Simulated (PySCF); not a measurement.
# Dipole moment and polarisability of `COCC1=CCOC1`

C₆H₁₀O₂.
Geometry (GFN2-xTB, Å), atoms numbered from 1 in this order:
```xyz
18
C6H10O2 angstrom
C     -2.444    0.427   -0.219
O     -1.910   -0.682    0.462
C     -0.846   -1.305   -0.226
C      0.380   -0.451   -0.310
C      1.026   -0.011   -1.380
C      2.200    0.817   -0.961
O      2.143    0.865    0.457
C      1.067    0.066    0.923
H     -1.704    1.225   -0.339
H     -2.813    0.139   -1.212
H     -3.273    0.788    0.385
H     -0.628   -2.209    0.352
H     -1.163   -1.593   -1.240
H      0.800   -0.197   -2.413
H      2.155    1.840   -1.361
H      3.153    0.368   -1.281
H      1.452   -0.756    1.543
H      0.397    0.675    1.544
```

Level: B3LYP/def2-SVPD (PySCF), static field, nuclei fixed, core orbitals frozen in the response. The polarisability tensor in these axes (au):

```
x   86.83  6.30 -7.41
y    6.30 70.59 -4.07
z   -7.41 -4.07 79.42
```

Task: Diagonalise the tensor; give its mean and Δα, where Δα² is half the sum of the squared differences of the eigenvalues.

Result: Principal values 68.17, 74.85 and 93.83 au; mean 78.95 au = 11.70 Å³ = 13.02 × 10⁻⁴⁰ C²·m²/J; Δα = 23.05 au (29 % of the mean).

Task: What is the dipole moment, and where does it point?

Result: (-0.62, -0.37, -2.07) D, 2.20 D in size, pointing from the negative to the positive side. Measured along this direction, the outermost atoms are H17 and H18 at the negative end and H14 at the positive end.

Task: In TDDFT the mean static polarisability is Σ f/ω² over all singlet excitations (ω in hartree). How much of it do the 8 lowest give? Their energies (eV) and oscillator strengths: 5.66, 0.0727; 6.11, 0.0045; 6.18, 0.0087; 6.74, 0.0089; 6.88, 0.0167; 6.98, 0.0054; 7.05, 0.0141; 7.30, 0.1045.

Result: They add up to 4.09 au, 5.2 % of the 78.95 au; the largest single term is 1.68 au, from the state at 5.66 eV. Terms in order: 1.68, 0.09, 0.17, 0.15, 0.26, 0.08, 0.21, 1.45 au. Higher excitations give the rest. The strengths listed sum to 0.236.

Task: What would n − 1 = 2πNα be for an ideal gas of these molecules at 400 K and 1 atm, electronic part alone?

Result: N = p/kT = 1.8347 × 10¹⁹ cm⁻³, so n − 1 = 2π × N × 11.70 × 10⁻²⁴ cm³ = 1349 × 10⁻⁶ at long wavelengths, for an ideal gas.

Task: What molar refraction does this α imply?

Result: Lorentz–Lorenz: R = (4π/3)N_A α = 2.5225 cm³/(mol·Å³) × 11.70 Å³ = 29.5 cm³/mol, in the limit of long wavelengths.

Task: What are the principal values of the traceless quadrupole moment, Θ = ½Σq(3rr − r²1), about the centre of nuclear charge?

Result: -8.08, 3.06, 5.02 D·Å. The values depend on the origin, since the dipole doesn't vanish. The electronic extent ⟨r²⟩ about the same centre is 1082 bohr², a root-mean-square distance of 2.21 Å for the 62 electrons.

One conformer (not necessarily the lowest) at the GFN2-xTB geometry, without solvent, vibrations or thermal averaging.
